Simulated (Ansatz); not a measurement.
System: InCl₃ (charge 0, singlet). 
Geometry from a B3LYP-D3(BJ)/def2-TZVP (Ansatz, a quantum-chemistry and plane-wave program) optimisation:
```xyz
4

Cl    -0.6563     2.2193     0.0261
In     0.0000     0.0000     0.0000
Cl    -1.5936    -1.6784     0.0227
Cl     2.2498    -0.5410    -0.0488
```
Charge 0, spin multiplicity 1.

Total electronic energies in hartree. Correlated levels leave the core frozen unless marked. Spin-orbit coupling is left out. The frozen core is the preceding noble-gas configuration, with the filled d and f shells of earlier blocks. In def2 rows, elements after Kr have scalar-relativistic effective core potentials. Basis-set limits of correlation are two-point, X^-3; Hartree-Fock from the larger set.

```csv
level,program,energy (Eh)
BLYP/def2-TZVPD,Ansatz,-1570.88106
PBE0/def2-SVP,Ansatz,(withheld)
B2GP-PLYP/def2-TZVPD,Ansatz,-1570.05288
RPA@PBE/def2-QZVPP,Ansatz,(withheld)
"MP2/CBS(def2-TZVPP,def2-QZVPP)",Ansatz,-1568.6913
RI-MP2/def2-TZVPPD,Ansatz,-1568.54563
CCSD/def2-QZVPP,Ansatz,-1568.68847
CCSD(T)/def2-QZVPPD,Ansatz,-1568.72341
"CCSD(T)/CBS(def2-TZVPPD,def2-QZVPPD)",Ansatz,-1568.7686
```

Task: Fill in the missing entries.

Result: 
- PBE0/def2-SVP, energy (Eh): -1569.99400
- RPA@PBE/def2-QZVPP, energy (Eh): -1569.04178
